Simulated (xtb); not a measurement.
xtb input (GFN2-xTB):

```bash
xtb mol.xyz --gfn 2 --sp --chrg 0 --uhf 0
```
mol.xyz:
```
11

Si    -0.06608596     0.07894982     0.32590040
N     -0.73434839     1.39584099    -0.55543239
N     -0.79065383    -1.30515989    -0.37992736
N      1.61482957    -0.28442765     0.32798041
H     -0.35154515     0.42408251     1.74144485
H     -0.74266891     2.32269167    -0.16107071
H     -0.70943396     1.42184061    -1.56291487
H     -0.46479947    -2.22830106    -0.14489944
H     -1.76487847    -1.29840898    -0.63379660
H      2.23924303     0.18985488     0.96028289
H      2.09049489    -0.58083128    -0.50999635
```

End of the output:

```
         :::::::::::::::::::::::::::::::::::::::::::::::::::::
         ::                     SUMMARY                     ::
         :::::::::::::::::::::::::::::::::::::::::::::::::::::
         :: total energy             -14.100914987443 Eh    ::
         :: gradient norm              0.017154816453 Eh/a0 ::
         :: HOMO-LUMO gap              6.798682133945 eV    ::
         ::.................................................::
         :: SCC energy               -14.274296230056 Eh    ::
         :: -> isotropic ES            0.051497068348 Eh    ::
         :: -> anisotropic ES          0.009199449512 Eh    ::
         :: -> anisotropic XC          0.005699598158 Eh    ::
         :: -> dispersion             -0.005627190607 Eh    ::
         :: repulsion energy           0.173381242613 Eh    ::
         :: add. restraining           0.000000000000 Eh    ::
         :: total charge              -0.000000000000 e     ::
         :::::::::::::::::::::::::::::::::::::::::::::::::::::

           -------------------------------------------------
          |                Property Printout                |
           -------------------------------------------------

    * Orbital Energies and Occupations

         #    Occupation            Energy/Eh            Energy/eV
      -------------------------------------------------------------
         1        2.0000           -0.7057484             -19.2044
         2        2.0000           -0.5665665             -15.4171
         3        2.0000           -0.5664717             -15.4145
         4        2.0000           -0.5440231             -14.8036
         5        2.0000           -0.4962836             -13.5046
         6        2.0000           -0.4958259             -13.4921
         7        2.0000           -0.4882381             -13.2856
         8        2.0000           -0.4453967             -12.1199
         9        2.0000           -0.4337925             -11.8041
        10        2.0000           -0.4078805             -11.0990
        11        2.0000           -0.3769594             -10.2576
        12        2.0000           -0.3617777              -9.8445
        13        2.0000           -0.3527948              -9.6000 (HOMO)
        14                         -0.1029478              -2.8014 (LUMO)
        15                         -0.0854779              -2.3260
        16                         -0.0837139              -2.2780
        17                          0.0333950               0.9087
        18                          0.0593178               1.6141
        19                          0.0629210               1.7122
        20                          0.1387539               3.7757
        21                          0.1435799               3.9070
        22                          0.2503699               6.8129
        23                          0.2568837               6.9902
        24                          0.2810880               7.6488
       ...                                ...                  ...
        28                          0.7590174              20.6539
      -------------------------------------------------------------
                  HL-Gap            0.2498470 Eh            6.7987 eV
             Fermi-level           -0.2278713 Eh           -6.2007 eV

     #   Z          covCN         q      C6AA      α(0)
     1  14 Si       3.375     0.503   109.295    20.716
     2   7 N        2.541    -0.419    30.949     8.262
     3   7 N        2.541    -0.400    30.403     8.189
     4   7 N        2.541    -0.419    30.949     8.262
     5   1 H        0.912    -0.109     5.881     3.793
     6   1 H        0.861     0.136     1.497     1.917
     7   1 H        0.861     0.142     1.455     1.890
     8   1 H        0.861     0.143     1.447     1.884
     9   1 H        0.861     0.143     1.447     1.884
    10   1 H        0.861     0.136     1.497     1.917
    11   1 H        0.861     0.142     1.455     1.890

 Mol. C6AA /au·bohr⁶  :       1329.023355
 Mol. C8AA /au·bohr⁸  :      39251.228463
 Mol. α(0) /au        :         60.603686

Wiberg/Mayer (AO) data.
largest (>0.10) Wiberg bond orders for each atom

 ---------------------------------------------------------------------------
     #   Z sym  total        # sym  WBO       # sym  WBO       # sym  WBO
 ---------------------------------------------------------------------------
     1  14 Si   4.153 --     3 N    1.125     2 N    1.077     4 N    1.077
                             5 H    0.860
     2   7 N    3.165 --     1 Si   1.077     6 H    0.977     7 H    0.971
     3   7 N    3.202 --     1 Si   1.125     8 H    0.976     9 H    0.976
     4   7 N    3.165 --     1 Si   1.077    10 H    0.977    11 H    0.971
     5   1 H    0.988 --     1 Si   0.860
     6   1 H    0.981 --     2 N    0.977
     7   1 H    0.980 --     2 N    0.971
     8   1 H    0.979 --     3 N    0.976
     9   1 H    0.979 --     3 N    0.976
    10   1 H    0.981 --     4 N    0.977
    11   1 H    0.980 --     4 N    0.971
 ---------------------------------------------------------------------------

Topologies differ in total number of bonds
Writing topology from bond orders to xtbtopo.mol

molecular dipole:
                 x           y           z       tot (Debye)
 q only:        0.062       0.012      -0.142
   full:        0.221       0.139      -0.322       1.053
molecular quadrupole (traceless):
                xx          xy          yy          xz          yz          zz
 q only:        0.268       1.108       0.977       0.150      -0.199      -1.246
  q+dip:        0.210       1.997       1.579       0.162      -0.105      -1.788
   full:        0.484       2.315       1.991       0.284      -0.344      -2.475

           -------------------------------------------------
          | TOTAL ENERGY              -14.100914987443 Eh   |
          | GRADIENT NORM               0.017154816453 Eh/α |
          | HOMO-LUMO GAP               6.798682133945 eV   |
           -------------------------------------------------

------------------------------------------------------------------------
------------------------------------------------------------------------
 total:
Note: The following floating-point exceptions are signalling: IEEE_UNDERFLOW_FLAG IEEE_DENORMAL
normal termination of xtb
 SCF:
```
